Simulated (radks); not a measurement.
Values are calculated unless marked as measured or tabulated.
Task: All-electron atom: Tm I in [Xe] 4f12 6s2 6p1 (not the ground configuration). Code: a radial shooting solver on a logarithmic mesh with Libxc functionals. Model: scalar-relativistic Kohn-Sham, PBE, spin-polarised, spherical densities, finite nucleus; open shells are filled with parallel spins first (spin-orbit coupling, left out, can overturn this in heavy ions); Fermi nuclear charge, rms radius 5.2256 fm. Some entries of the table are withheld. Estimate them.

| orbital | occ. | eigenvalue (hartree) | <r> (bohr) |
|---|---|---|---|
| 1s up | 1 | -2178.690 | 0.02001 |
| 1s down | 1 | -2178.690 | 0.02001 |
| 2s up | 1 | -367.9141 | 0.08489 |
| 2s down | 1 | -367.9131 | 0.08489 |
| 2p up | 3 | -324.9302 | 0.07542 |
| 2p down | 3 | -324.9294 | 0.07541 |
| 3s up | 1 | -83.02247 | 0.2210 |
| 3s down | 1 | -82.98869 | 0.2210 |
| 3p up | 3 | -70.00220 | 0.2203 |
| 3p down | 3 | -69.96841 | 0.2203 |
| 3d up | 5 | -53.91107 | 0.1999 |
| 3d down | 5 | -53.88530 | 0.1998 |
| 4s up | 1 | -16.70045 | 0.4975 |
| 4s down | 1 | -16.63100 | 0.4975 |
| 4p up | 3 | -12.41647 | 0.5277 |
| 4p down | 3 | -12.34828 | 0.5279 |
| 4d up | 5 | -6.72362 | 0.5699 |
| 4d down | 5 | -6.65669 | 0.5703 |
| 5s up | 1 | -2.25063 | 1.208 |
| 5s down | 1 | -2.21854 | 1.213 |
| 5p up | 3 | -1.23892 | (1) |
| 5p down | 3 | -1.21589 | (2) |
| 4f up | 7 | -0.49475 | 0.7499 |
| 4f down | 5 | -0.43460 | 0.7601 |
| 6s up | 1 | (3) | 3.551 |
| 6s down | 1 | (4) | 3.521 |
| 6p up | 1 | (5) | 4.825 |
| 6p down | 0 | (6) | 4.889 |

Result: 
(1) 5p up <r> (bohr): 1.423
(2) 5p down <r> (bohr): 1.431
(3) 6s up eigenvalue (hartree): -0.22194
(4) 6s down eigenvalue (hartree): -0.20244
(5) 6p up eigenvalue (hartree): -0.08880
(6) 6p down eigenvalue (hartree): -0.06659
